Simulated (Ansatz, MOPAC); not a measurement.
Molecule: C$_{6}$H$_{13}$ (charge 0, doublet). SMILES: CCC(CC)[CH2]

Atoms: C1, C2, C3, C4, C5, C6, H7, H8, H9, H10, H11, H12, H13, H14, H15, H16, H17, H18, H19. Bonds: C1-C2, C1-H7, C1-H8, C1-H9, C2-C3, C2-H10, C2-H11, C3-C4, C3-C5, C3-H12, C4-H13, C4-H14, C5-C6, C5-H15, C5-H16, C6-H17, C6-H18, C6-H19.

Bond lengths (Å) and angles (degrees) optimised at AM1 with MOPAC; HF/STO-3G with Ansatz (a quantum-chemistry and plane-wave program); HF/3-21G with Ansatz; HF/6-31G* with Ansatz, each started from the B3LYP-D3(BJ)/def2-TZVP structure (Ansatz) of the last column. A row stands for all coordinates that are equal there; 11 of 41 kinds are shown. 6-31G* holds six Cartesian d functions. No wavenumbers were computed at HF/STO-3G, so these may be saddle points.

```tsv
coordinate	AM1	HF/STO-3G	HF/3-21G	HF/6-31G*	B3LYP-D3(BJ)/def2-TZVP
C1-C2	1.507	1.541	1.540	1.529	1.525
C1-H7	1.117	1.085	1.083	1.085	1.091
C1-H8	1.117	1.086	1.084	1.085	1.092
C1-H9	1.117	1.086	1.085	1.087	1.093
C2-C3	1.526	1.557	1.550	1.544	1.549
C2-H10	1.122	1.088	1.086	1.088	1.095
C3-C4	1.468	1.524	1.510	1.506	1.489
C3-C5	1.526	1.553	1.550	1.539	1.537
C1-C2-C3	112.4	113.5	112.8	114.2	114.0
C2-C3-C4	111.6	111.7	110.7	111.8	111.7
C2-C3-C5	110.1	109.9	109.8	110.3	110.1
```

Mean signed difference of all 18 bond lengths from B3LYP-D3(BJ)/def2-TZVP: AM1 0.012 Å, HF/STO-3G 0.001 Å, HF/3-21G -0.002 Å, HF/6-31G* -0.004 Å.
